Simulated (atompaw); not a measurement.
**PBE PAW (atompaw) dataset for barium (Ba), scalar-relativistic all-electron reference.**

The input file (atompaw 4.2.0.5):

```
Ba 56
GGA-PBE scalarrelativistic loggrid 2001 logderivrange -3 5 201
6 6 5 0 0 0
6 0 1
6 1 0
5 2 0
0 0 0
c
c
c
c
c
v
c
c
c
c
v
c
c
v
2
3.00 2.30 2.35 1.70
y
0.25
n
y
3.7
n
y
-0.15
n
custom rrkj gramschmidtortho sinc
3 0.5 troulliermartins
3.00
3.00
3.00
3.00
3.00
3.00
PWSCFOUT
UPFDX 0.0125d0 UPFXMIN -7.d0 UPFZMESH 56.d0
END
```

Command:

```bash
atompaw < Ba.input > Ba.log
```

Output (summary file):

```
[... start of the log left out ...]
   Valence                  :     -395.01621043645508

 PAW parameters:
       lmax =            2
         rc =    3.0123612551233894
        irc =         1512
   rc_shape =    2.3035917732582263
    rc_vloc =    2.3504076134981760
    rc_core =    1.7034889305922674
   Vloc: Norm-conserving Troullier-Martins with l= 3;e=   5.0000E-01
   Projector type: RRKJ pseudization + Gram-Schmidt ortho.
   Sinc^2 compensation charge shape zeroed at   2.3036E+00

 Number of basis functions     6
 No.   n  nodes  l      Energy         Cp coeff         Occ
  1    6    5    0   -0.5574479E+00  0.1000000E+01  0.1000000E+01
  2  999    6    0    0.2500000E+00 -0.1037840E+01  0.0000000E+00
  3    6    4    1   -0.3665418E+00  0.1000000E+01  0.0000000E+00
  4  999    5    1    0.3700000E+01  0.9977503E+00  0.0000000E+00
  5    5    2    2   -0.5198206E+00  0.1000000E+01  0.0000000E+00
  6  999    3    2   -0.1500000E+00  0.9215598E-03  0.0000000E+00

 Eigenvalues of overlap operator (in the basis of projectors):
    1       -4.85074144E+01
    2       -6.27260888E-01
    3       -1.30982359E-01
    4        7.04630383E+00
    5        2.08519844E+01
    6        5.63649212E+02

The overlap operator has at least one negative eigenvalue!
It might be not positive definite...
Program is stopping.
This probably means that your projectors are too similar
or that your PAW basis is incomplete.
Advice: try to change your input parameters (f.i. : reference energies).
```

The run stopped because the overlap operator built from these waves and projectors is not positive definite.

The run took about 1.8 s on one core of a shared server CPU.
